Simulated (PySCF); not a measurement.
Compound: C5H11N2Si (doublet state).
Structure used (GFN2-xTB), in Å, numbered top down from 1:
```
atom  x, y, z in Å
C1     3.2311   -0.1781   -0.4857
C2     1.8056   -0.5693   -0.1184
Si3    0.5509    0.7472   -0.6706
N4    -1.0081    0.2846   -0.0749
C5    -1.5437   -1.0170   -0.0107
N6    -2.8413   -0.8891    0.5287
C7    -3.1559    0.4487    0.5262
C8    -2.0587    1.1483    0.1889
H9     3.3222   -0.0320   -1.5595
H10    3.5106    0.7522    0.0031
H11    3.9418   -0.9469   -0.1855
H12    1.5730   -1.5274   -0.5862
H13    1.7460   -0.7273    0.9601
H14    0.6235    0.8536   -2.1430
H15    0.7829    2.0691   -0.0786
H16   -0.9135   -1.8000    0.3808
H17   -3.5290   -1.6119    0.3944
H18   -4.1310    0.7972    0.8039
H19   -1.9160    2.2074    0.1347
```

The hyperfine couplings belong to this conformer and change with its torsions.

As a line formula: `CC[SiH2]N1[CH]NC=C1` [radical].

Method used: PySCF, UKS B3LYP, pcH-1 on C H N Si, non-relativistic, mean-field spin-orbit, GIAO. Geometry: GFN2-xTB, one conformer, isolated molecule. Couplings are sensitive to structure, and on GFN2-xTB geometries they can be far from those on DFT ones. No stability test was run, so a lower SCF solution isn't excluded.

Principal values of hyperfine tensors in MHz (contact, dipolar and spin–orbit terms together), for some of the nuclei:

```csv
atom,isotope,A1,A2,A3
H16,1H,43.11,63.84,93.54
H17,1H,9.30,16.55,42.92
H14,1H,17.53,17.74,23.13
N6,14N,-4.90,-4.53,30.56
C7,13C,-8.28,-6.13,-5.79
Si3,29Si,-8.93,-2.87,-1.97
N4,14N,-5.37,-4.97,23.95
C2,13C,3.23,3.65,5.00
```

Give the isotropic coupling of each nucleus in MHz and in mT (g = 2.0029), and the anisotropic part.

a_iso is a third of the trace, T = A − a_iso, and a(mT) = a(MHz)/(g × 13.996).

```tsv
atom	a_iso (MHz)	a_iso (mT)	T1	T2	T3
H16	66.83	2.384	-23.72	-2.99	26.71
H17	22.92	0.818	-13.62	-6.37	20.00
H14	19.46	0.694	-1.94	-1.73	3.66
N6	7.05	0.251	-11.94	-11.57	23.52
C7	-6.73	-0.240	-1.55	0.61	0.94
Si3	-4.59	-0.164	-4.34	1.72	2.62
N4	4.54	0.162	-9.91	-9.51	19.41
C2	3.96	0.141	-0.73	-0.31	1.04
```

What spin density at the nucleus of H16 lies behind its contact coupling (g_N = 5.58569)?

a_FC = (2μ0/3) gₑ μB g_N μN ρ(0)/(2S·h) = 800.24 MHz × g_N × ρ(0)/(2S), with ρ in bohr⁻³. With a_FC = 66.82 MHz and 2S = 1, ρ(0) = 0.01495 bohr⁻³. In magnitude that is 4.7 % of the 1/π = 0.318 of a free hydrogen atom.

C5 (13C, g_N = 1.40482) isn't in the table. Its spin density at the nucleus is 0.1398 bohr⁻³. What is its contact coupling?

By the same relation, a_FC = 157.2 MHz. Its full tensor has the principal values 101.35, 102.80, 267.24 MHz.

Name the largest traceless tensor T of the table and describe it.

H16: -23.7, -3.0, 26.7 MHz, rhombic: the two smaller values differ by 78 % of the largest.

In a single crystal, with the field along each principal axis of the tensor of H17 in turn, what first-order splitting does this nucleus give (isotropic g, quadrupole terms neglected)?

2 lines (I = 1/2), spaced by |A_i|/(g × 13.996): 0.33, 0.59, 1.53 mT along the axes of A1, A2 and A3.
